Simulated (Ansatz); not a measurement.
One change: `C[C@@H]1O[C@H]1C` becomes `C[C@H]1O[C@@H]1[SbH2]`.

Ansatz, PBE0-D4/def2-TZVP geometries, multiplicity 1. 

Elements past krypton have def2 core potentials.

```json
{"property": "size of the dipole moment (B3LYP/def2-TZVPP) / D", "`C[C@@H]1O[C@H]1C`": "1.94"}
{"property": "HOMO–LUMO gap (PBE0/def2-TZVPP) / eV", "`C[C@@H]1O[C@H]1C`": "9.24"}
{"property": "HOMO–LUMO gap (ωB97M-V/def2-TZVPP) / eV", "`C[C@@H]1O[C@H]1C`": "13.04"}
{"property": "HOMO–LUMO gap (PBE/def2-TZVPP) / eV", "`C[C@@H]1O[C@H]1C`": "6.79"}
{"property": "HOMO energy (ωB97M-V/def2-TZVPP) / eV", "`C[C@@H]1O[C@H]1C`": "-10.12"}
{"property": "size of the dipole moment (ωB97M-V/def2-TZVPP) / D", "`C[C@@H]1O[C@H]1C`": "1.95"}
```

(1) What does the change do to each property? (Best estimate.)

Answers

(1) Computed: 
```tsv
property	`C[C@H]1O[C@@H]1[SbH2]`	shift
size of the dipole moment (B3LYP/def2-TZVPP) / D	1.57	-0.37
HOMO–LUMO gap (PBE0/def2-TZVPP) / eV	6.66	-2.58
HOMO–LUMO gap (ωB97M-V/def2-TZVPP) / eV	10.40	-2.64
HOMO–LUMO gap (PBE/def2-TZVPP) / eV	4.74	-2.05
HOMO energy (ωB97M-V/def2-TZVPP) / eV	-9.16	0.96
size of the dipole moment (ωB97M-V/def2-TZVPP) / D	1.63	-0.32
```

With PBE0 the HOMO rises by 0.64 eV and the LUMO falls by 1.94 eV, so the gap narrows by about 2.58 eV. PBE moves the HOMO by 0.16 eV and ωB97M-V by 0.96 eV. Dipoles are sizes alone; their direction can turn.

B3LYP here is the variant with VWN-RPA as its local correlation; programs differ in this.

Spin–orbit coupling is left out; it splits and shifts lone-pair levels of the heavy atoms by tenths of an eV.
